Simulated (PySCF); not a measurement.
Output of ΔSCF core-hole calculations on (Br2B-mu-SH)2, B2Br4H2S2.

Method: delta-SCF UKS SCAN, pcX-2 on the ionised atom, pcseg-1 elsewhere, spin-free X2C in PySCF 2.14.0. The program numbers atoms from 0. The cycles run on a coarse integration grid; for E(ground) and E(ion) the exchange–correlation energy is redone on a finer one, so they differ from the last cycle, and only they enter the binding energy.

Coordinates (Å, PBE0-D3(BJ)/def2-SVP):
```
B     -1.176851    -0.306436    -0.529564
Br    -1.479650    -1.947513    -1.560560
Br    -2.713143     0.892569    -0.303808
S      0.379156     0.713090    -1.236875
B      1.201802     0.296153     0.527386
Br     1.469007     1.946781     1.551952
Br     2.759843    -0.877854     0.318878
S     -0.345455    -0.745472     1.226834
H      0.948288    -0.296333    -1.934598
H     -0.918348     0.248255     1.944776
```

```
ground state, core basis on atom 0 (B), 213 functions
  cycle   1  E = -11243.94070295  |g| = 3.64e-01
  cycle   2  E = -11243.86468782  |g| = 6.33e-01
  cycle   3  E = -11243.97945349  |g| = 1.20e-01
  cycle   4  E = -11243.98372899  |g| = 2.31e-02
  cycle   5  E = -11243.98387147  |g| = 1.09e-02
  cycle   6  E = -11243.98390151  |g| = 3.54e-03
  cycle   7  E = -11243.98391750  |g| = 1.31e-03
  cycle   8  E = -11243.98390506  |g| = 5.04e-04
  cycle   9  E = -11243.98391066  |g| = 4.32e-05
  E(ground) = -11244.59909085 Eh
hole in B 1s of atom 0
  cycle   1  E = -11236.24033172  |g| = 1.20e+00
  cycle   2  E = -11225.38432973  |g| = 3.92e+00
  cycle   3  E = -11236.42711453  |g| = 6.61e-01
  cycle   4  E = -11236.56900034  |g| = 4.54e-01
  cycle   5  E = -11236.68950668  |g| = 9.56e-02
  cycle   6  E = -11236.69471095  |g| = 2.24e-02
  cycle   7  E = -11236.69486371  |g| = 1.82e-02
  cycle   8  E = -11236.69507515  |g| = 8.89e-03
  cycle   9  E = -11236.69514031  |g| = 4.97e-03
  cycle  10  E = -11236.69517220  |g| = 2.64e-03
  cycle  11  E = -11236.69518002  |g| = 1.16e-03
  cycle  12  E = -11236.69517931  |g| = 2.67e-04
  E(ion) = -11237.30687434 Eh   <S^2> = 0.8096   hole on atom = 1.000
```

Task: What is the B 1s binding energy of atom 0?

Result: (-11237.306874 − (-11244.599091)) Eh × 27.2114 eV/Eh = 198.43 eV, for the boron bonded to 2 Br and 2 S.

```
ground state, core basis on atom 3 (S), 224 functions
  cycle   1  E = -11244.13448488  |g| = 4.05e-01
  cycle   2  E = -11244.13376659  |g| = 6.45e-02
  cycle   3  E = -11244.13089878  |g| = 1.16e-01
  cycle   4  E = -11244.13497896  |g| = 8.75e-03
  cycle   5  E = -11244.13499744  |g| = 5.30e-03
  cycle   6  E = -11244.13501406  |g| = 9.16e-04
  cycle   7  E = -11244.13500882  |g| = 2.36e-04
  E(ground) = -11244.73382444 Eh
hole in S 1s of atom 3
  cycle   1  E = -11151.82214070  |g| = 5.08e+00
  cycle   2  E = -11148.89475167  |g| = 3.18e+00
  cycle   3  E = -11142.48908257  |g| = 3.03e+00
  cycle   4  E = -11152.80742744  |g| = 5.88e-01
  cycle   5  E = -11152.68482447  |g| = 7.37e-01
  cycle   6  E = -11153.04238182  |g| = 1.37e-01
  cycle   7  E = -11153.04775898  |g| = 1.04e-01
  cycle   8  E = -11153.05354995  |g| = 1.49e-02
  cycle   9  E = -11153.05366295  |g| = 4.82e-03
  cycle  10  E = -11153.05367638  |g| = 1.20e-03
  cycle  11  E = -11153.05366693  |g| = 5.84e-04
  cycle  12  E = -11153.05368297  |g| = 2.48e-04
  E(ion) = -11153.64225030 Eh   <S^2> = 0.7515   hole on atom = 1.000
```

Task: What is the S 1s binding energy of atom 3?

Result: (-11153.642250 − (-11244.733824)) Eh × 27.2114 eV/Eh = 2478.73 eV, for the sulfur bonded to 2 B and H.

The ground state is recomputed for each atom, because the flexible core basis sits on the ionised atom alone; energies of different blocks can't be mixed. The structure is a single PBE0-D3(BJ)/def2-SVP conformer in the gas phase; no vibrational or solvent corrections.
Labels such as C1 count atoms from 1, the log's own numbers from 0.
